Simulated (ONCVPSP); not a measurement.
## potassium: variants of one ONCV potential

Base potential:

K (Z = 19), optimised norm-conserving Vanderbilt (ONCV), made with ONCVPSP 4.0.1 (LDA (Perdew-Wang 92), scalar-relativistic). Core [Ne], reference 3s2 3p6 4s0.5 4p0.5. Waves: 3s+4s: rc 1.95 bohr, ncon 3, nbas 6, qcut 7.6 1/bohr, 2 projectors; 3p+4p: rc 2.50 bohr, ncon 4, nbas 7, qcut 6.4 1/bohr, 2 projectors; d scattering state at 0.12 Ha: rc 2.00 bohr, ncon 3, nbas 6, qcut 5.7 1/bohr, 2 projectors, debl 0.6 Ha; f scattering state at 0.4 Ha: rc 2.75 bohr, ncon 4, nbas 7, qcut 4.6 1/bohr, 2 projectors, debl 2.3 Ha. Local part: polynomial inside 1.55 bohr (lpopt 3, dvloc0 6 Ha). Core correction: Teter function, fcfact 4.25, rcfact 1.4.

Cutoffs, loose and tight: the cutoffs (Ha) at which the residual kinetic energy of the hardest occupied pseudo-wave falls to 1 and 0.1 mHa per electron. They do not see the model core or the augmentation charge, which bear on the density cutoff. Test errors are all-electron minus pseudo excitation energies from the reference, over the configurations 3s2 3p6 4s1 4p0; 3s2 3p6 4s0 4p0; 3s2 3p6 4s0.5 4p0; 3s1 3p6 4s1 4p0. A dash means not determined; rows that change the core or the reference have their own tests.

A true bound ghost makes a file unfit for plane-wave use even where its test errors are small: the radial tests pick states by their node count and pass the ghost by.

| change | outcome | cutoff, loose | cutoff, tight | bound ghosts | GHOST(+) flags above zero | largest test error (meV) |
| --- | --- | --- | --- | --- | --- | --- |
| base | generated | 15 Ha | 18 Ha | none | none | -69 |
| f: rc 2.66 | generated | 15 Ha | 18 Ha | none | none | -69 |
| local potential polynomial inside 1.55 bohr (lpopt 3, dvloc0 -1 Ha) | generated | 15 Ha | 18 Ha | none | f | -69 |
| core correction Teter function fitted to the true core (icmod 2), fcfact 0.55 | generated | 15 Ha | 18 Ha | none | none | -69 |
| s: ncon 5, nbas 8 | generated | 18 Ha | 22 Ha | none | none | -27 |
| p: nbas 9 | generated | 15 Ha | 18 Ha | none | none | -69 |

Q: What comes out with this change to the base: all radii but the core radius scaled by about 1.33 (s 2.58, p 3.32, d 2.66, f 3.64 bohr); local potential polynomial inside 2.06 bohr (lpopt 3, dvloc0 6 Ha)?

A: outcome: generated; cutoff, loose: 8.5 Ha; cutoff, tight: 10 Ha; bound ghosts: none; GHOST(+) flags above zero: none; largest test error (meV): -291.

Q: What comes out with this change to the base: d: rc 1.95, qcut 5.8, nproj 0; local potential the d channel?

A: outcome: generated; cutoff, loose: 15 Ha; cutoff, tight: 18 Ha; bound ghosts: s; GHOST(+) flags above zero: f; largest test error (meV): 4 of 4 tests not solved or not reliable.
